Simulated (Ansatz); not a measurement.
FH₅O₂SiSn, SMILES `O[SiH](F)[O][SnH3]`, relaxed with RKS PBE0-D4/def2-TZVP in Ansatz 0.2.0 from a PBE-D4/def2-SVP geometry. The force threshold is 0.005 eV/Å; the program also tests the step.

The species carries charge 0 and has multiplicity 1. Sn: def2 effective core potential.

Start:

```xyz
10

O    -0.966   -0.883   -1.101
Si   -1.413    0.325   -0.026
F    -1.670    1.679   -0.913
O    -0.171    0.497    1.030
Sn    1.726   -0.119    0.624
H    -1.333   -0.818   -1.999
H    -2.684    0.045    0.697
H     1.740   -1.835    0.768
H     2.620    0.667    1.871
H     2.151    0.442   -0.951
```

Q: How much energy does the relaxation release, and in how many steps? (Estimate.)

A: Ansatz gave: 0.13 eV, in 12 steps, 2 of them rejected.

Q: Which bonds change most? (Best estimate.)

A: The calculation gave: O4–Sn5 from 2.035 to 1.977 Å; Si2–F3 from 1.639 to 1.597 Å; Si2–O4 from 1.639 to 1.599 Å; O1–Si2 from 1.677 to 1.638 Å.

Q: Give the relaxed structure. (Best estimate.)

A: Computed: 
```xyz
10

O    -1.075   -0.854   -1.183
Si   -1.383    0.315   -0.078
F    -1.629    1.681   -0.870
O    -0.115    0.416    0.891
Sn    1.779   -0.102    0.657
H    -1.609   -0.886   -1.978
H    -2.617    0.064    0.687
H     1.827   -1.797    0.787
H     2.548    0.689    1.951
H     2.274    0.474   -0.865
```
